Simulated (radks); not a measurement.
The mean radii <r> (bohr) of the occupied orbitals of an atom or ion are listed with their occupations. Calculated with a radial shooting solver on a logarithmic mesh with Libxc functionals: Dirac Kohn-Sham, HCTH/407, spin-unpolarised, spherical densities, finite nucleus; Fermi nuclear charge, rms radius of each element as measured or else 0.836 A^(1/3) + 0.57 fm.

orbital      occ.      <r>
1s1/2           2  0.02724
2s1/2           2   0.1168
2p1/2           2  0.09845
2p3/2           4   0.1041
3s1/2           2   0.3136
3p1/2           2   0.3037
3p3/2           4   0.3152
3d3/2           4   0.2859
3d5/2           6   0.2896
4s1/2           2   0.7388
4p1/2           2   0.7706
4p3/2           4   0.7985
4d3/2           4   0.9055
4d5/2           6   0.9164
5s1/2           2    1.847
5p1/2    0.666667    2.106
5p3/2     1.33333    2.182
5d3/2         0.4    3.214
5d5/2         0.6    3.247

Name the element and its charge. Open shells, if any, are shared by 2j + 1.

Answer. Z = 53, iodine, charge +2: I2+ in [Kr] 4d10 5s2 5p2 5d1. The 1s radius gives Z: for a bare nucleus <r> = (2 gamma + 1)/(2Z) with gamma = sqrt(1 - (Z/c)^2), 0.02683 bohr for Z = 53, and screening makes it slightly larger (0.02724 here). The occupations add up to 51, and the charge is Z minus that.
